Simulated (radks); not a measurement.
The numbers below are computed, except where a source is named.
Neutral strontium inside a hard spherical wall (all orbitals vanish at R), configuration held at [Kr] 5s2 and not refilled when levels cross. Code: a radial shooting solver on a logarithmic mesh with Libxc functionals. Model: scalar-relativistic Kohn-Sham, LDA (Slater exchange, Perdew-Wang correlation), spin-polarised, spherical densities, finite nucleus; Fermi nuclear charge, rms radius 4.224 fm. Eigenvalues in eV for spin up, with the zero of energy where the potential of the charges vanishes at infinity; a dash marks a level that is unbound or too diffuse for the functional's potential to be trusted. A positive occupied level is held by the wall or, in an anion where self-interaction has pushed it up, behind a barrier. The pressure on the wall is -dE/dV.

| R (bohr) | E (hartree) | kinetic (hartree) | e(3d) | e(4s) | e(4p) | e(5s) | e(4d, empty) | e(5p, empty) | pressure (GPa) |
|---|---|---|---|---|---|---|---|---|---|
| free | -3175.78454 | 3255.600 | -128.23 | -40.918 | -22.860 | -3.641 | -1.402 | -1.319 | 0 |
| 12 | -3175.78407 | 3255.605 | -128.18 | -40.873 | -22.816 | -3.609 | -1.358 | -1.216 | 0.00753 |
| 10 | -3175.78131 | 3255.627 | -128.01 | -40.709 | -22.656 | -3.480 | -1.206 | -0.945 | 0.0711 |
| 7 | -3175.73422 | 3255.866 | -126.69 | -39.457 | -21.442 | -2.191 | -0.006 | 1.199 | 2.17 |
| 6 | -3175.65985 | 3256.163 | -125.50 | -38.374 | -20.405 | -0.636 | 1.153 | 3.550 | 7.45 |
| 3.5 | -3174.06853 | 3261.715 | -114.02 | -29.393 | -11.618 | 23.083 | 13.269 | 34.029 | 426 |
| 2.5 | -3168.21068 | 3280.351 | -90.081 | -11.052 | 8.667 | 87.047 | 40.755 | 105.47 | 4820 |
| 2 | -3156.84166 | 3312.353 | -62.027 | 17.387 | 41.090 | 185.88 | 81.540 | 209.46 | 22000 |
| 1.5 | -3118.90477 | 3410.020 | -4.457 | 106.03 | 138.60 | 453.07 | 191.09 | 479.43 | 146000 |
